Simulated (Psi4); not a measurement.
Dimer: CH3F (SMILES CF) (first 5 atoms) with H2Se (SMILES [SeH2]); geometry from B3LYP-D3(BJ)/def2-TZVP, rigid monomers moved along the line of their centres of mass till F2···Se6 is 5.87 Å.
(charge 0, multiplicity 1):
```xyz
8

C     -0.24367    -0.09483    -0.40008
F      0.25329    -1.22184     0.25290
H      0.49331     0.23447    -1.13322
H     -1.17646    -0.36451    -0.89615
H     -0.41956     0.68409     0.34184
Se    -0.46426    -0.15382     5.98099
H      0.09983     0.52127     7.16035
H      0.87154    -0.42734     5.43734
```

Level of theory: SAPT0/aug-cc-pVDZ (Psi4).

Task: Which attractive term is largest, and how does the interaction split up?

Result: electrostatics -0.17, exchange 0.00, induction -0.01, dispersion -0.06, total -0.23 kcal/mol; the largest attraction is electrostatics.
